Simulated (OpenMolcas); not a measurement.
A run on Cu3+ with 4 ligands (chloride) in square-planar coordination (D4h) at 2.17 Å. A charge of +0.25 e stands 2.4 Å behind each ligand. Ligand basis ANO-RCC-VDZP.

| Property | Result |
| --- | --- |
| Program | OpenMolcas |
| Method | SS-CASPT2, IPEA 0.25 Eh, imaginary shift 0.1 Eh (closed shells correlated: 3s 3p and the ligand valence shells) |
| Basis | ANO-RCC-VTZP [6s5p3d2f1g] |
| Scalar Hamiltonian | DKH2, point nucleus |
| Active space | 8 electrons in 5 orbitals (3d) |
| State averaging | 2S+1 = 3 even, 10 roots; 2S+1 = 1 even, 15 roots |
| Spin-orbit coupling | RASSI with atomic mean-field integrals over the reference wave functions |

First CASPT2 step and the start of its output:

```
&CASPT2
Multistate=10 1 2 3 4 5 6 7 8 9 10
NoMult
Frozen=12 13
IPEA=0.25
Imaginary=0.1
MaxIter=60
WThr=0.0 0.3 0.05
PrWF=0.5
NoMix
```

```
--- CASPT2 ---
Orbital specifications:
      -----------------------

      Symmetry species                           1   2
                                                ag  au
      Frozen orbitals                           12  13
      Inactive orbitals                          9  11
      Active orbitals                            5   0
      Secondary orbitals                        40  41
      Deleted orbitals                           0   0
      Number of basis functions                 66  65
Type of calculation                        SS-CASPT2
      Fock operator                              state-specific
      IPEA shift                                 0.25
      Real shift                                 0.00
      Imaginary shift                            0.10
      The input orbitals will be transformed to quasi-canonical
Reference energy:       -3497.0863078177
      E2 (Non-variational):      -1.4223274773
      Shift correction:          -0.0023550464
      E2 (Variational):          -1.4246825237
      Total energy:           -3498.5109903414
      Residual norm:              0.0000009664
      Reference weight:           0.70968
      Contributions to the CASPT2 correlation energy
      Active & Virtual Only:         -0.2233366897
      One Inactive Excited:          -0.4446255340
      Two Inactive Excited:          -0.7543652536
Reference energy:       -3497.0805525377
      E2 (Non-variational):      -1.4789272696
      Shift correction:          -0.0241144867
      E2 (Variational):          -1.5030417564
      Total energy:           -3498.5835942941
      Residual norm:              0.0000003293
      Reference weight:           0.59981
      Contributions to the CASPT2 correlation energy
      Active & Virtual Only:         -0.2288619578
...
```

Over all roots the printed reference weights run from 0.00 to 0.72, and roots that are degenerate in the reference spread by up to 3900 cm-1.

Q: Did the run give usable levels, and if not, why?

A: No. The equations converged, but the reference weight falls to 0.00 for at least one root against 0.72 for the best. A drop of that size marks an intruder state, so the energies of such roots and the levels built on them can't be trusted.
